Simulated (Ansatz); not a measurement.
`[SiH3][O][GaH][SiH3]` + `BN` → `B[NH][GaH][O][SiH3]` + SiH₄ at 400 K and 1 bar (cleavage of the Ga–Si bond).

Calculated with Ansatz (gas phase, PBE0-D4/def2-TZVP geometries, no zero-point term in ΔE). CBS: MP2 limit from def2 TZ/QZ plus the TZ coupled-cluster correction, frozen cores. This one scheme is used for every species. For Ga outer-core shells are correlated without core-valence functions, which leaves a few kJ/mol of doubt a bond. Scalar relativity is left out up to krypton. One conformer a species, not always the lowest.

```
               species  CCSD(T)/CBS energy (Eh)  H − E (kJ/mol)  S (J/(mol·K))
`[SiH3][O][GaH][SiH3]`              -2581.53641           198.6          436.5
                  `BN`                -81.93499           142.5          243.5
 `B[NH][GaH][O][SiH3]`              -2372.01759           235.6          440.6
                  SiH₄               -291.46306            96.9          218.6
```

H − E and S are ideal-gas, rigid-rotor, harmonic terms from PBE0-D4/def2-TZVP, for one conformer and one mirror image of each species. 1 Eh = 2625.50 kJ/mol, R = 8.31446 J/(mol·K).

Question: By hand: ΔE, ΔH, ΔS and ΔG.

Answer: ΔE = (-2372.01759) + (-291.46306) − (-2581.53641) − (-81.93499) = -0.00925 Eh = -24.3 kJ/mol. Δ(H − E) = 235.6 + 96.9 − 198.6 − 142.5 = -8.6, so ΔH = -32.9 kJ/mol. ΔS = 440.6 + 218.6 − 436.5 − 243.5 = -20.8 J/(mol·K). ΔG = -32.9 − 400 × (-20.8)/1000 = -24.6 kJ/mol.

Question: By hand: the equilibrium constant, and the temperature at which ΔG would vanish if ΔH and ΔS stayed fixed.

Answer: log₁₀ K = −ΔG/(RT ln 10) = 3.2. ΔG = 0 at ΔH/ΔS = 1582 K.

ΔH outweighs TΔS. A doubt of 5 kJ/mol in ΔE shifts log₁₀ K by 0.7 here. Other conformers and mirror images would add mixing entropy, several J/(mol·K) or more a flexible species. Modes under 60 cm⁻¹, often nearly free rotors, make the harmonic entropy too high. These are equilibria of isolated gas molecules and say nothing of rates. Largest T1 diagnostic: 0.014 (customary marks: 0.02 for closed shells, 0.045 for open ones).
